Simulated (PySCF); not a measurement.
PySCF 2.14 output of an unrestricted LDA calculation on a single atom or ion in aug-cc-pVTZ-PP with ECP10MDF, with a scalar-relativistic core potential:

```
SCF conv_tol = 1e-09
number electrons alpha = 14  beta = 9
    P. A. M. Dirac.,  Math. Proc. Cambridge Philos. Soc. 26, 376 (1930)
    F. Bloch.,  Z. Phys. 57, 545 (1929)
    S. H. Vosko, L. Wilk, and M. Nusair.,  Can. J. Phys. 58, 1200 (1980)
cycle= 1 E= -331.323984735883  delta_E= -0.0106  |g|= 0.154  |ddm|= 0.551
cycle= 2 E= -331.325320948454  delta_E= -0.00134  |g|= 0.12  |ddm|= 0.216
cycle= 3 E= -331.328105140818  delta_E= -0.00278  |g|= 0.00422  |ddm|= 0.106
cycle= 4 E= -331.32811608907  delta_E= -1.09e-05  |g|= 8.09e-05  |ddm|= 0.0106
cycle= 5 E= -331.328116092166  delta_E= -3.1e-09  |g|= 2.2e-06  |ddm|= 0.00021
cycle= 6 E= -331.328116092169  delta_E= -2.84e-12  |g|= 4.42e-07  |ddm|= 6.39e-06
converged SCF energy = -331.328116092169  <S^2> = 8.7509235  2S+1 = 6.0003078
```

The run itself started from symmetry-adapted Hartree-Fock orbitals and held the occupation by maximum overlap, on a logarithmic radial grid, so the iterations belong to that start.

Problem. Which element, charge and spin multiplicity is this?

Solution. As (arsenic, neutral), multiplicity 6; the state was [Ar] 3d10 4s1 4p3 4d1, high-spin 6D determinant (an excited configuration).

Energies and moments cover only the electrons outside the core potential. The outer electron is Rydberg-like, and this basis confines it to a smaller radius and binds it less than a complete one would. At LDA the highest occupied level has a positive energy, so only the finite basis holds that electron; for this excited configuration the basis is too tight for the outer shell.
